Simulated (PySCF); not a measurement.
Input for PySCF: R-B3LYP/6-31G* on BFH2S2 (SMILES FB(S)S), a point of a torsion scan.

```python
from pyscf import gto, scf, dft, mp
from pyscf.data.elements import chemcore

mol = gto.M(
    atom='''
    F    -0.90799008   -1.78364550    0.27081705
    B    -0.35525803   -0.65039279   -0.10564181
    S     1.45184771   -0.65645242   -0.43865407
    S    -1.36656194    0.82732846    0.03252869
    H     1.40251919   -0.02116017   -1.60496765
    H    -0.43296252    1.72065406   -0.27843934
    ''',
    basis='6-31g*',
    cart=True,
    charge=0, spin=0, verbose=3, max_memory=1800)
mf = dft.RKS(mol, xc='b3lyp')
mf.conv_tol = 1e-8
mf.max_cycle = 100
mf.kernel()
if not mf.converged:
    mf = mf.newton().run(mf.mo_coeff, mf.mo_occ)
```

Program output:

```
converged SCF energy = -922.374302135774
```

The run converged.

Cost: around 5 core-seconds (rough).
